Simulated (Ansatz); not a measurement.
Program: Ansatz. Geometries: PBE0-D4/def2-TZVP. ΔE: electronic, gas phase. CCSD(T)/CBS adds triple-zeta CCSD(T) − MP2 to the extrapolated MP2 energy (def2 sets, frozen cores). DFT in def2-TZVPP. B3LYP here is the variant with VWN-RPA as its local correlation; programs differ in this. For Ge, Se outer-core shells are correlated without core-valence functions, which leaves a few kJ/mol of doubt a bond. Scalar relativity is left out up to krypton. Each species was taken in one conformer, which may not be the lowest.

Consider the redistribution: `[SeH][SiH2][SeH]` + `C[O][GeH2][Cl]` → `Cl[SiH2][SeH]` + `C[O][GeH2][SeH]`.

| level | ΔE (kcal/mol) | difference from CCSD(T)/CBS |
| --- | --- | --- |
| PBE-D4 | -4.6 | 0.2 |
| r2SCAN-D4 | -4.7 | 0.1 |
| PBE0-D4 | -4.4 | 0.4 |
| B3LYP-D4 | -5.1 | -0.3 |
| ωB97X-V | -4.6 | 0.2 |
| ωB97M-V | -5.0 | -0.2 |
| B2PLYP | -4.8 | 0.0 |
| PBE | -4.5 | 0.3 |
| r2SCAN | -4.7 | 0.1 |
| PBE0 | -4.3 | 0.5 |
| B3LYP | -4.8 | 0.0 |
| HF/def2-TZVPP | -3.9 | 0.9 |
| MP2/def2-TZVPP | -4.9 | -0.1 |
| SCS-MP2/def2-TZVPP | -4.7 | 0.1 |
| CCSD/def2-TZVPP | -4.6 | 0.2 |
| CCSD(T)/def2-TZVPP | -4.6 | 0.2 |
| HF/def2-QZVPP | -3.9 | 0.9 |
| MP2/def2-QZVPP | -5.0 | -0.2 |
| SCS-MP2/def2-QZVPP | -4.7 | 0.1 |
| HF/CBS(def2) | -3.8 | 1.0 |
| MP2/CBS(def2) | -5.1 | -0.3 |
| CCSD/CBS(def2) | -4.7 | 0.1 |
| CCSD(T)/CBS | -4.8 | 0 |

Largest T1 diagnostic among the species: 0.011.

In def2-TZVPP, CCSD(T) changes the Hartree–Fock value by −0.7 kcal/mol (the triples alone add −0.0 kcal/mol) and MP2 by −1.0 kcal/mol.
